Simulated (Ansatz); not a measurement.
`FCBCl` + H₂O → `OBCl` + `CF` at 298.15 K and 1 bar (formal hydrolysis of a B–C bond).

Computed with Ansatz on PBE0-D4/def2-TZVP structures; ΔE is electronic, products minus reactants. CCSD(T)/CBS adds triple-zeta CCSD(T) − MP2 to the extrapolated MP2 energy (def2 sets, frozen cores). This one scheme is used for every species. One conformer a species, not always the lowest.

```csv
species,CCSD(T)/CBS energy (Eh),H − E (kJ/mol),S (J/(mol·K))
`FCBCl`,-624.24106,128.7,297.9
H₂O,-76.37941,66.4,188.7
`OBCl`,-561.03999,87.8,264.5
`CF`,-139.63461,113.4,222.6
```

H − E and S are ideal-gas, rigid-rotor, harmonic terms from PBE0-D4/def2-TZVP, for one conformer and one mirror image of each species. 1 Eh = 2625.50 kJ/mol, R = 8.31446 J/(mol·K).

**Question.** By hand: ΔE, ΔH, ΔS and ΔG.

**Answer.** ΔE = (-561.03999) + (-139.63461) − (-624.24106) − (-76.37941) = -0.05413 Eh = -142.1 kJ/mol. Δ(H − E) = 87.8 + 113.4 − 128.7 − 66.4 = 6.1, so ΔH = -136.0 kJ/mol. ΔS = 264.5 + 222.6 − 297.9 − 188.7 = 0.5 J/(mol·K). ΔG = -136.0 − 298.15 × (0.5)/1000 = -136.1 kJ/mol.

**Question.** By hand: the equilibrium constant, and the temperature at which ΔG would vanish if ΔH and ΔS stayed fixed.

**Answer.** log₁₀ K = −ΔG/(RT ln 10) = 23.8. ΔH and −TΔS have one sign here, so there is no such temperature. One of them is within its doubt of zero, so this could turn.

The number of gas molecules stays the same, so ΔS is small and ΔH decides. A doubt of 5 kJ/mol in ΔE shifts log₁₀ K by 0.9 here. Other conformers and mirror images would add mixing entropy, several J/(mol·K) or more a flexible species. These are equilibria of isolated gas molecules and say nothing of rates. Largest T1 diagnostic: 0.012 (customary marks: 0.02 for closed shells, 0.045 for open ones).
